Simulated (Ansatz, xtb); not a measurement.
# Relative energy of two isomers of C4H7FNS+

We compare X, `C[N+]#C[C@H](F)SC`, a singlet, with Y, `C[S@+](CF)CC#N`, a singlet. Both are isolated ions in the gas phase, relaxed with B3LYP-D3(BJ)/def2-SVP, each in the lowest conformer that the search found.

X (Å):

```xyz
14

C    -1.9251   -1.0406   -2.2099
C     0.3184   -0.0482   -1.4250
C     1.5764    0.5410   -0.9097
C     1.4770   -1.0339    1.3800
F     2.6097   -0.2309   -1.3338
N    -0.6817   -0.4963   -1.7757
S     1.4373    0.7228    0.8850
H    -2.2197   -0.5436   -3.1460
H    -2.6804   -0.8675   -1.4291
H    -1.7927   -2.1195   -2.3807
H     1.6519    1.5642   -1.3224
H     2.3672   -1.5217    0.9632
H     1.5530   -1.0196    2.4763
H     0.5568   -1.5652    1.0964
```

Y (Å):

```yaml
atoms:
  - { symbol: C, position_ang: [-0.6832, 1.0714, -0.7627] }
  - { symbol: C, position_ang: [1.5914, -0.4015, -1.6227] }
  - { symbol: C, position_ang: [-0.2408, -1.5634, 0.2048] }
  - { symbol: C, position_ang: [0.7432, -2.5869, 0.5107] }
  - { symbol: F, position_ang: [0.7361, -0.8673, -2.5467] }
  - { symbol: N, position_ang: [1.5763, -3.3644, 0.7138] }
  - { symbol: S, position_ang: [0.6474, 0.0395, -0.0793] }
  - { symbol: H, position_ang: [-0.2424, 2.0562, -0.9725] }
  - { symbol: H, position_ang: [-1.4493, 1.1684, 0.0190] }
  - { symbol: H, position_ang: [-1.0828, 0.6049, -1.6726] }
  - { symbol: H, position_ang: [2.0820, 0.5312, -1.9453] }
  - { symbol: H, position_ang: [2.3233, -1.1662, -1.3143] }
  - { symbol: H, position_ang: [-0.8129, -1.8052, -0.7045] }
  - { symbol: H, position_ang: [-0.9252, -1.3845, 1.0493] }
```

Problem. Estimate which is lower in electronic energy at CCSD(T)/def2-SVP + ΔMP2/def2-TZVPP, and by roughly how much.

Solution. Too close to call at this level: CCSD(T)/def2-SVP + ΔMP2/def2-TZVPP gives E(Y) − E(X) = −0.035 eV.

Level by level:

```csv
level,geometry,E(Y) − E(X) (eV),departure from the last row (eV),"job, with rough time for the two"
GFN2-xTB,GFN2-xTB,+0.637,+0.673,"optimisation, 0.21 s"
HF/STO-3G,GFN2-xTB,−0.708,−0.673,"single point, 0.36 s"
r2SCAN-D4/def2-SVP,GFN2-xTB,+0.234,+0.269,"single point, 3.5 s"
B3LYP-D3(BJ)/def2-SVP,B3LYP-D3(BJ)/def2-SVP,+0.289,+0.324,"optimisation, 1.9 min"
HF/def2-SVP,B3LYP-D3(BJ)/def2-SVP,+0.320,+0.355,part of the CCSD(T) run
MP2/def2-SVP,B3LYP-D3(BJ)/def2-SVP,+0.166,+0.202,part of the CCSD(T) run
CCSD(T)/def2-SVP,B3LYP-D3(BJ)/def2-SVP,+0.178,+0.213,single point
CCSD(T)/def2-SVP + ΔMP2/def2-TZVPP,B3LYP-D3(BJ)/def2-SVP,−0.035,,"single point, 65 s"
```

As drawn, Y has 1 C–S in place of 1 C–N.

The largest departure from CCSD(T)/def2-SVP + ΔMP2/def2-TZVPP is that of GFN2-xTB, 0.673 eV. The last row adds to CCSD(T) the change of the MP2 difference between the two basis sets, here −0.213 eV, a large step that makes the value less sure.

With thermal terms from frequencies at re-optimised GFN2-xTB minima (ideal gas, soft modes damped towards free rotors, one conformer each, 298.15 K, 1 atm): the zero-point term adds +0.026 eV; ΔH is −0.033 and ΔG +0.035 eV.

The correlated steps freeze 11 core orbitals. Codes used: Ansatz 0.2.0, xtb 6.7.1; the last row on 4 threads of Arm Neoverse V1 on a shared host.
